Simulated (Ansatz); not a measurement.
Mulliken charges of `N=C(Cl)[SiH2]O` from r2SCAN/def2-TZVPP in Ansatz (PBE0-D4/def2-TZVP geometry).

```csv
atom,x (Å),y (Å),z (Å),charge (e)
N1,-1.008,0.270,1.263,-0.305
C2,0.059,0.565,0.679,0.058
Cl3,1.181,1.807,1.249,-0.128
Si4,0.546,-0.342,-0.912,0.568
O5,-0.658,-1.412,-1.191,-0.425
H6,-1.197,0.804,2.112,0.166
H7,1.849,-1.011,-0.690,-0.077
H8,0.670,0.656,-2.001,-0.077
H9,-1.354,-1.382,-0.526,0.221
```

By hand: the dipole of these point charges (1 e Å = 4.8032 D).

Σ q r = (0.058, -0.020, -0.076) e Å, of length 0.098 e Å = 0.47 D.

How does the dipole of the full density compare? (Best estimate.)

Ansatz gave: (-0.071, 0.101, 0.192) e Å, 1.10 D; the point charges give 0.43 times that, at 158° from its direction, so they point the opposite way.

Point charges leave out the atoms' own dipoles, such as those of lone pairs, and Mulliken's split depends on the basis, so the two needn't agree.
